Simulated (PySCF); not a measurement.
All of these have the formula C5H10NPSi. Method: TDDFT wB97X-D/def2-SVPD, vertical, gas phase, core orbitals frozen in the response (PySCF). Geometries: GFN2-xTB; one conformer of each isolated species. Triplets are in the Tamm–Dancoff approximation.

Question: Rank by computed HOMO–LUMO gap, lowest first.
A. `N#C[C@@H]1CC[Si@@H](P)C1`
B. `C/N=C/C#C[Si@@H](C)P`
C. `C=C(C#N)C[Si@@H](C)P`
D. `C=C[C@@H](C#N)[Si@H](C)P`

Answer: B (9.07 eV), C (9.67 eV), D (10.81 eV), A (11.17 eV).

```tsv
SMILES	gap (eV)	T1 (eV)	LUMO (eV)	f (S1)	HOMO (eV)	α (au)	S1 mainly
C/N=C/C#C[Si@@H](C)P	9.07	3.60	0.15	0.000	-8.92	131.3	H-1→L (92%)
C=C(C#N)C[Si@@H](C)P	9.67	3.66	0.26	0.137	-9.41	115.4	H→L (48%)
C=C[C@@H](C#N)[Si@H](C)P	10.81	4.44	1.27	0.031	-9.54	115.3	H→L (35%)
N#C[C@@H]1CC[Si@@H](P)C1	11.17	5.89	1.64	0.007	-9.53	109.9	H→L+1 (71%)
```

H and L stand for HOMO and LUMO.
